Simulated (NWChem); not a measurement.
Species: BH$_{2}$SF; SMILES FBS

```xyz
5

B     -0.5213    -0.5939     0.0000
F      0.3068    -1.6389     0.0000
H     -1.7212    -0.7865     0.0000
S      0.2045     1.0605     0.0000
H     -0.9954     1.7027     0.0000
```
Atoms are numbered in this order, from 1.

Level: PBE-D3(BJ)/def2-SVP (NWChem), optimised geometry, unscaled harmonic frequencies. 

```csv
frequency (cm⁻¹),IR intensity (km/mol)
344,2.0
422,7.0
720,11.3
813,17.8
849,47.9
1070,31.7
1289,314.1
2578,111.2
2636,0.7
```

| Quantity | Value |
|---|---|
| zero-point energy | 15.3 kcal/mol |
| thermal correction to the enthalpy at 298.15 K (with zero-point energy) | 18.3 kcal/mol |
| heat capacity Cv | 11.4 cal/(mol K) |
| entropy at 298.15 K and 1 atm (symmetry number 1) | 64.2 cal/(mol K) |
| dipole moment | 1.51 D |

Rigid rotor and harmonic oscillator.
